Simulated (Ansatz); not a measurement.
Ansatz results at the PBE0-D4/def2-TZVP geometry: HOMO–LUMO gap (B3LYP/def2-TZVPP) 3.41 eV; HOMO–LUMO gap (PBE/def2-TZVPP) 2.07 eV; LUMO energy (B3LYP/def2-TZVPP) -2.20 eV.

Each molecule was computed in one conformer, which needn't be the lowest.

Task: Which molecule gave them?
A. `C[B](N)[GaH2]`
B. `C[SiH2][Al]1[CH2][SiH2]1`
C. `C[SiH]1CO[SiH2]1`
D. `C[C@H]1B[C@@H]1F`

Result: B. The others give `C[B](N)[GaH2]`: 4.64, 3.14, -2.04; `C[C@H]1B[C@@H]1F`: 5.35, 3.36, -1.93; `C[SiH]1CO[SiH2]1`: 6.79, 5.19, -0.45.

B3LYP here is the variant with VWN-RPA as its local correlation; programs differ in this.
